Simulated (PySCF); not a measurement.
Ligands exchanged one at a time, Al SH-H. All species are isolated molecules in the gas phase. One relaxed conformer stands for each flexible species; it need not be the lowest. Strings in code marks are SMILES.

These are PySCF with TPSSh-D3(BJ)/def2-TZVP values and carry that method's errors. All candidates: neutral, multiplicity 1. Delta-SCF ions had no search for a lower state. 

```json
{
 "HOMO": "-8.05 eV",
 "HOMO–LUMO gap": "6.04 eV",
 "vertical ionisation energy (Delta-SCF)": "11.11 eV"
}
```

Which member has these values?
A) `[AlH2][SH]`
B) `[SH][AlH][SH]` (H–S–Al–S torsion 0°, S–Al–S–H torsion 0°)
C) `[AlH3]`

C, `[AlH3]`. The others give `[AlH2][SH]`: -7.21 eV, 5.51 eV, 10.18 eV; `[SH][AlH][SH]` (H–S–Al–S torsion 0°, S–Al–S–H torsion 0°): -7.07 eV, 5.71 eV, 9.54 eV
